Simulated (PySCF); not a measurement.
Si(F)2(OH)(OSiH3), SMILES [Si](F)(F)(O)O[SiH3] (H₄F₂O₂Si₂) at its B3LYP/def2-SVP optimised geometry (Å):

```
10

O     -1.0942     0.8623     0.0000
Si    -0.5155    -0.6641     0.0000
F     -0.9340    -1.4320     1.3516
F      1.0942    -0.6641     0.0000
O     -1.0768    -1.4443    -1.2899
Si    -1.4758    -2.5045    -2.5081
H     -0.8452     1.4443     0.7273
H     -0.2624    -2.8054    -3.3158
H     -2.5112    -1.8717    -3.3677
H     -2.0097    -3.7609    -1.9146
```

Method: PySCF with B3LYP/def2-TZVP. Cells within 0.4 Å of a nucleus heavier than hydrogen are left out (blank, or x).

Map of the LUMO amplitude (bohr^(-3/2)) on the plane z = 0.0 Å; orbital energy -0.50 eV, overall sign arbitrary:

```
|666666666666666666666666666|
|666666667777776666666666666|
|666666777777777666666666666|
|666667777777777766666666666|
|666677777777777776666666666|
|666677777777777777666666666|
|666677777777777777766666666|
|666677666666777777766666666|
|666676665435677777776666666|
|66666665xxx2567777776666666|
|66677664xxx1567777776666666|
|666777652x03567777776666666|
|667777765345677766677666666|
|667777777777787655667766666|
|66777888987x78753x677766666|
|6777889999xxx763xxx77776666|
|6777889999xxx763xxx77776666|
|677788899986787533677766666|
|677788888999988655667666666|
|677778888889988776666666666|
|677778888888888777766666666|
|677778888888888777766666666|
|677777888888888777766666666|
|677777888888887777666666666|
|677777788887777776666666666|
|667777777777777766666666666|
|666777777777777666666666666|
```
Scale: ten equal steps from -0.093 (start of '0') to 0.056 (end of '9'), in the order '0123456789'; x runs from -3.50 to 3.50, y from -3.50 (bottom) to 3.50 (top).
